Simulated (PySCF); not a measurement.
Write Cartesian coordinates for `FC(F)(F)SB1NCCN1` as optimised with PBE0-D3(BJ)/def2-SVP.

```
atom  x, y, z in Å
F1     2.664    0.159    1.550
C2     2.895    0.360    0.253
F3     4.201    0.248    0.049
F4     2.547    1.626   -0.004
S5     2.040   -0.828   -0.806
B6     0.291   -0.427   -0.402
N7    -0.212    0.629    0.380
C8    -1.661    0.570    0.443
C9    -2.049   -0.663   -0.415
N10   -0.785   -1.204   -0.879
H11    0.282    1.400    0.800
H12   -2.021    0.458    1.481
H13   -2.124    1.489    0.042
H14   -2.613   -1.398    0.187
H15   -2.704   -0.369   -1.255
H16   -0.769   -2.056   -1.416
```

Orientation and origin are arbitrary. Atoms count from 1 in this order. Of the pairs four or more bonds apart, F4···H11 is among the closest relative to their van der Waals radii: 2.41 Å, 90 % of the sum of Bondi's values. S5 (sulfur bonded to B and C) is bent (angle 100.2°). The 5-membered ring B6–N7–C8–C9–N10 has internal angles of 104.8° to 110.5° (sum 540°, against 540° for a flat polygon); it is planar, 0.00 Å rms from its mean plane, widest ring torsion 1°. B6 (three-coordinate boron) is planar (angles 128.7°, 122.1° and 109.2°, sum 360.0°, 0.00 Å off the plane of its three neighbours).

Bonds between heavy atoms (Å): F1–C2 1.333, C2–F3 1.327, C2–F4 1.338, C2–S5 1.806, S5–B6 1.839, B6–N7 1.407, N7–C8 1.451, C8–C9 1.551, C9–N10 1.451, B6–N10 1.411.

Method used: PBE0-D3(BJ)/def2-SVP geometry optimisation, gas phase (PySCF 2.14.0).

Point group: near Cs, missed by 0.38 Å at most; the miss may be what the optimiser left on a soft mode. PBE0-D3(BJ)/def2-SVP frequencies: not computed here. The numbers are those of one conformer (C2–S5–B6–N7 7°).

On Intel Xeon at 2.50 GHz, one thread, no GPU, shared host, this took 6.2 min of wall time and 0.75 GiB of memory at its peak. That covers the optimisation of the geometry.
